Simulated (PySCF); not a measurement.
Compound: C4H5F2N.
Bonds: C1–C2, C2–C3, C3–F4, C3–F5, C3–C6, C6–N7 (triple). Hydrogens: H8, H9, H10 on C1; H11, H12 on C2.

Lines to be assigned: C 1s: 291.44 (area 1), 291.98 (area 1), 293.15 (area 1), 297.16 (area 1) eV; N 1s: 406.24 eV; F 1s: 693.82 eV.

Level of theory: PySCF, delta-SCF UKS SCAN, pcX-2 on the ionised atom, pcseg-1 elsewhere, spin-free X2C. Geometry: GFN2-xTB, one conformer, isolated molecule.

(1) Which carbon gives which C 1s line?

Results:

(1) 291.44 eV: C1 (methyl carbon); 291.98 eV: C2 (chain CH2 carbon); 293.15 eV: C6 (nitrile carbon); 297.16 eV: C3 (CF2 carbon). Lowest listed C 1s: C1, bonded to C and 3 H. Highest, 5.72 eV above it: C3, bonded to 2 F and 2 C.

Bonded neighbours of each site: C1: C and 3 H; C2: 2 C and 2 H; C3: 2 F and 2 C; F4/F5: C; C6: N (triple bond) and C; N7: C (triple bond).

Q: What is the C 1s shift of C2 against C3?

A: 291.98 − 297.16 = -5.18 eV, or -500 kJ/mol.

Topologically equivalent atoms share the value of their first member; where this conformer doesn't relate them by symmetry, their own values could differ.

On an Arm Neoverse V1 with one thread (shared host), this took 59 s of wall time.

The values belong to the conformer `[CH3:1][CH2:2][C:3]([F:4])([F:5])[C:6]#[N:7]`: C1–C2–C3–F4 -63°.
